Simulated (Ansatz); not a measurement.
CH4GeS (`[CH3][Ge][SH]`), 7 atoms. Total charge 0; spin multiplicity 1. Correlated methods include outer-core shells of Ge, which these sets cover unevenly. Scalar relativity is left out up to krypton. Hardware: A = 2 threads of an AMD EPYC 7R13 on a shared host; B = 2 threads of an AMD EPYC 7R13 on a shared host and a share of an NVIDIA H100 80 GB. Correlated methods freeze the cores. Open-shell runs search over several starts.

How many basis functions does each run have, and how long does it take in Ansatz? UKS r2SCAN-D4/def2-TZVPP energy of the cation [A]; RKS ωB97M-V/def2-QZVPP energy [B]; UHF-CCSD(T)/def2-TZVPP energy of the cation [B]; UHF-CCSD(T)/def2-QZVPP energy of the cation [B]; RKS BHLYP-D4/def2-TZVPP energy [A]; RKS B3LYP-D4/def2-TZVPP energy and forces [A]; RKS PBE0-D4/def2-SVP energy [A]; UKS B3LYP-D4/def2-TZVPP energy of the cation [A]; direct RPA on PBE orbitals/def2-TZVPP energy [A]; UKS PBE-D4/def2-TZVPP energy of the cation [A]; RKS PBE0-D4/def2-QZVPP energy [B]; RKS PBE0-D4/def2-TZVP relaxation (5 steps) [A]. (An estimate is asked.)

Computed: Other jobs shared the machine, so times are rough.

```
                                level                       job  functions  wall time  peak host memory (GiB)
                 RKS PBE0-D4/def2-SVP                energy [A]         84      1.2 s                    0.37
              RKS BHLYP-D4/def2-TZVPP                energy [A]        177      2.8 s                    0.43
direct RPA on PBE orbitals/def2-TZVPP                energy [A]        177      2.9 s                    0.37
              RKS B3LYP-D4/def2-TZVPP     energy and forces [A]        177      3.3 s                    0.44
               RKS PBE0-D4/def2-QZVPP                energy [B]        336      3.3 s                    0.89
                UKS PBE-D4/def2-TZVPP  energy of the cation [A]        177      3.8 s                    0.37
               RKS ωB97M-V/def2-QZVPP                energy [B]        336        6 s                    0.94
              UKS B3LYP-D4/def2-TZVPP  energy of the cation [A]        177        8 s                    0.56
             UKS r2SCAN-D4/def2-TZVPP  energy of the cation [A]        177      8.5 s                    0.37
               UHF-CCSD(T)/def2-TZVPP  energy of the cation [B]        177      8.5 s                    0.85
                RKS PBE0-D4/def2-TZVP  relaxation (5 steps) [A]        140       16 s                    0.38
               UHF-CCSD(T)/def2-QZVPP  energy of the cation [B]        336       41 s                     1.6
```

B3LYP here is the variant with VWN-RPA as its local correlation; programs differ in this.
